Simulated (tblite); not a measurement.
Run record: tight-binding relaxation, `C[P@@H](=[Se])CCC(F)(F)F`.

Computed with GFN2-xTB geometry optimisation, gas phase (tblite 0.8.0). Start geometry: from a force field or distance geometry. The command runs a driver script over a list of jobs; the input below is this job's line of settings and its coordinates in Å.

Command:
```bash
OMP_NUM_THREADS=1 python probes_run.py task.json out
```

Input:
```
{"job": {"kind": "relax", "xc": "GFN2-xTB", "basis": "xTB"}, "charge": 0, "multiplicity": 1}
C     -2.696300    -0.361500     0.457000
P     -1.398900     0.664200    -0.323300
Se    -1.302600     2.607900     0.128500
C      0.159300    -0.139400     0.137900
C      1.369900     0.408100    -0.529900
C      2.532000    -0.424800     0.006300
F      2.285200    -1.738200    -0.332600
F      3.754800     0.027300    -0.418700
F      2.454700    -0.310000     1.388300
H     -3.620300    -0.392900    -0.146500
H     -2.877600    -0.034600     1.495800
H     -2.278300    -1.396200     0.510800
H     -1.597100     0.631900    -1.712400
H      0.067500    -1.218100    -0.202600
H      0.259300    -0.175800     1.253600
H      1.549400     1.431000    -0.098300
H      1.332100     0.433300    -1.623700
```

Give the output.

```
step      E/eV     max force
  0    -885.76051    2.743
  1    -886.10728    1.200
  2    -886.26339    0.835
  3    -886.34595    0.651
  4    -886.39657    0.555
  5    -886.42392    0.439
  6    -886.44069    0.325
  7    -886.45380    0.278
  8    -886.46521    0.275
  9    -886.47518    0.243
... (56 lines left out)
 66    -886.56598    0.033
 67    -886.56608    0.034
 68    -886.56630    0.020
 69    -886.56638    0.017
 70    -886.56644    0.016
 71    -886.56649    0.015
 72    -886.56653    0.012
 73    -886.56656    0.012
 74    -886.56658    0.011
 75    -886.56660    0.009
```

«max force» is the largest atomic force in eV/Å.

From which step on does the largest force stay under 0.1 eV/Å, and how much energy is left to gain from there?

From step 35 (0.093 eV/Å), 11.4 meV above the end.

Main results: energy lowered by 18.6 kcal/mol over 75 steps; largest atomic force 0.009 eV/Å at the end.

Hardware: Arm Neoverse V2, one thread, on a shared host.
Labels such as C1 count atoms from 1, the log's own numbers from 0.
